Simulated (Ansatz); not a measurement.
Ansatz (a first-principles code) input:

Ansatz 0.2 input:
```yaml
crystal:
  periodic: [false, false, false]
  atoms:
    - {symbol: Mn, position_ang: [-0.00000000, -0.00000000, -0.91190951]}
    - {symbol: Cl, position_ang: [0.00000000, 0.00000000, 1.34104340]}
basis:
  gaussian:
    orbitals: def2-TZVPD
hamiltonian:
  xc: {name: BLYP}
magnetization: {spin_polarized: true, initial_magnetization: 6}
output: {forces: true}
```

Question: Which total energy does the run end on?

Answer: -1611.29588 Eh (BLYP/def2-TZVPD). The basis has 94 functions.

The spin state was set by rule; other spins were not relaxed.
